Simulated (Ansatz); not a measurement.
Computed with Ansatz on PBE0-D4/def2-TZVP structures; ΔE is electronic, products minus reactants. CBS: MP2 limit from def2 TZ/QZ plus the TZ coupled-cluster correction, frozen cores. This one scheme is used for every species. DFT in def2-TZVPP. For Br outer-core shells are correlated without core-valence functions, which leaves a few kJ/mol of doubt a bond. Scalar relativity is left out up to krypton. Each species was taken in one conformer, which may not be the lowest.

Consider the hydrogenolysis of the Si–Br bond: `[SiH3]O[SiH2]Br` + H₂ → disiloxane + HBr.

```tsv
species	r2SCAN0 energy (Eh)
`[SiH3]O[SiH2]Br`	-3231.43203
H₂	-1.17054
`[SiH3]O[SiH3]`	-657.82878
HBr	-2574.74029
```

Question: Work out ΔE.

Answer: ΔE = (-657.82878) + (-2574.74029) − (-3231.43203) − (-1.17054) = 0.03350 Eh = +21.0 kcal/mol. CCSD(T)/CBS gives +21.3 kcal/mol.

Largest T1 diagnostic among the species: 0.011.

Leaving LDA and LC-ωPBE aside and taking each functional with its dispersion term where it has one, the values, not all of them listed here, spread over 2.8 kcal/mol, from CAM-B3LYP-D4 to r2SCAN-D4. The D4 term adds +2.3 kcal/mol with B3LYP and +1.3 kcal/mol with PBE0; it sums over pairs of atoms, weighted by their polarisabilities, and B3LYP, whose exchange is more repulsive, gets the larger term. At CCSD(T), def2-SVP lies −5.7 kcal/mol from the extrapolated value and def2-TZVPP −1.9 kcal/mol.

B3LYP here is the variant with VWN-RPA as its local correlation; programs differ in this.
